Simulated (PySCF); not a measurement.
C3H4F2Si, SMILES FC(C#C)([SiH3])F. Atoms are numbered in the order given.

```xyz
10

C      0.9391     2.3756     0.0000
C      0.2894     1.3552     0.0000
C     -0.3942     0.0632     0.0000
F     -1.1995    -0.0365    -1.0963
F     -1.1995    -0.0365     1.0963
Si     0.8367    -1.4312     0.0000
H      1.5006     3.2926     0.0000
H      1.6762    -1.3433    -1.2269
H      0.0188    -2.6757     0.0000
H      1.6762    -1.3433     1.2269
```
Charge 0, spin multiplicity 1.

The structure is a stationary point at PBE0-D3(BJ)/def2-SVP. The structure was generated by enumeration, and PubChem lists no compound with its InChIKey, so it may never have been made.

These are PBE/def2-TZVP in PySCF values and carry that method's errors.

```
Quantity                                                                                                        Value
---------------------------------------------------------------------------------------------  ----------------------
total energy                                                                                       -605.45717 hartree
point group                                                                                                        Cs
highest occupied level                                                                                       -7.10 eV
lowest empty level                                                                                           -1.34 eV
orbital gap                                                                                                   5.76 eV
dipole moment                                                                                                  2.01 D
quadrupole, principal values (traceless, Buckingham form, about the centre of nuclear charge)  -5.38, -3.76, 9.14 D·Å
mean static polarisability                                                                       63.7 bohr³ (9.44 Å³)
polarisability, principal values                                                               51.0, 56.0, 84.1 bohr³
```
